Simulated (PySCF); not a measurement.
**Bond curve of HgH**

Set-up: PySCF, scalar-relativistic core potentials, basis sets Hg def2-SVPD with ECP60, H def2-SVPD. Energies in eV from Hg + H in their ground configurations at the same level. State: ²Σ⁺ (doublet), unpaired electrons σ ↑.

| R (Å) | r²SCAN |
| --- | --- |
| 1.550 | -0.2740 |
| 1.622 | -0.4350 |
| 1.694 | -0.5201 |
| 1.748 | -0.5486 |
| 1.802 | -0.5556 |
| 1.856 | -0.5471 |
| 1.928 | -0.5199 |
| 2.018 | -0.4714 |
| 2.126 | -0.4058 |
| 2.271 | -0.3213 |

**Question.** Put a parabola through the three lowest points of the r²SCAN curve and estimate Re, k and ωe (reduced mass 1.003 u; 1 eV/Å² = 0.16022 mdyn/Å; ωe = 1302.8·√(k/μ) cm⁻¹).

**Answer.** Through R = 1.748, 1.802, 1.856 Å the second-order coefficient is 2.66 eV/Å², so Re ≈ 1.799 Å, k ≈ 0.852 mdyn/Å and ωe ≈ 1200 cm⁻¹. A polynomial fit of higher order to the unrounded r²SCAN energies gives Re = 1.796 Å, k = 0.873 mdyn/Å, ωe = 1215 cm⁻¹; anharmonicity and rounding make the difference.

The higher-order fit for each curve: r²SCAN: Re = 1.796 Å, ωe = 1215 cm⁻¹, De = 0.56 eV.

Spin–orbit coupling is left out. The state was picked by a PBE0 search and need not be the measured ground state.
